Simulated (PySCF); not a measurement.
Geometry:
| atom | x (Å) | y (Å) | z (Å) |
| --- | --- | --- | --- |
| F1 | -0.063 | -2.965 | -0.251 |
| C2 | -0.124 | -1.603 | -0.130 |
| C3 | -1.316 | -1.036 | 0.003 |
| Si4 | -1.558 | 0.814 | 0.177 |
| C5 | 0.114 | 1.677 | 0.135 |
| C6 | 1.296 | 1.077 | 0.000 |
| Si7 | 1.576 | -0.773 | -0.178 |
| H8 | -2.193 | -1.672 | 0.011 |
| H9 | -2.391 | 1.308 | -0.931 |
| H10 | -2.228 | 1.106 | 1.454 |
| H11 | 0.091 | 2.759 | 0.229 |
| H12 | 2.194 | 1.689 | -0.010 |
| H13 | 2.216 | -1.088 | -1.463 |
| H14 | 2.384 | -1.294 | 0.933 |

- structure optimised with GFN2-xTB
- NMR shieldings at PBE0/pcSseg-1/GIAO
- program: PySCF 2.14.0 with density-fitted response routines
- no solvent, a single conformation, rapidly exchanging positions averaged, non-relativistic

Chemical shifts δ = σref − σ; 13C (186.93 ppm), 1H (31.72 ppm), 29Si (349.16 ppm) against TMS; 19F (170.95 ppm) vs CFCl3, all at this level.

| atoms | nucleus | count | Hirshfeld charge | δ (ppm) |
| --- | --- | --- | --- | --- |
| C6 | 13C | 1 | -0.13 | 151.0 |
| F1 | 19F | 1 | -0.10 | -43.0 |
| Si4 | 29Si | 1 | 0.34 | ? |
| Si7 | 29Si | 1 | 0.33 | ? |
| C5 | 13C | 1 | -0.12 | 154.6 |
| H13/H14 | 1H | 2 | -0.07 | 4.66 |
| H9/H10 | 1H | 2 | -0.08 | 4.90 |
| H11 | 1H | 1 | 0.05 | ? |
| H12 | 1H | 1 | 0.05 | 7.25 |
| H8 | 1H | 1 | 0.05 | 6.21 |
| C3 | 13C | 1 | -0.17 | 117.9 |
| C2 | 13C | 1 | 0.00 | ? |

Question: Fill in the missing shifts.

Answer: 
- C2: 182.4 ppm, fully substituted alkene carbon
- H11: 7.43 ppm, hydrogen on an alkene CH; olefinic region
- Si4: -59.2 ppm, silicon bonded to 2 C, 2 H, in a 6-membered ring
- Si7: -76.2 ppm, silicon bonded to 2 C, 2 H, in a 6-membered ring

Shifts are as computed. Against solution values, carbons near 30 ppm lie about +3 ppm off and those near 130 ppm about +5 ppm. Of 1211 compounds with measured shifts, 218 miss one by over three times the rms of a fit or turn the order of signals round; such compounds aren't used in these exercises. Unscaled 19F shifts against computed CFCl3 carry errors that often reach 10 to 50 ppm.
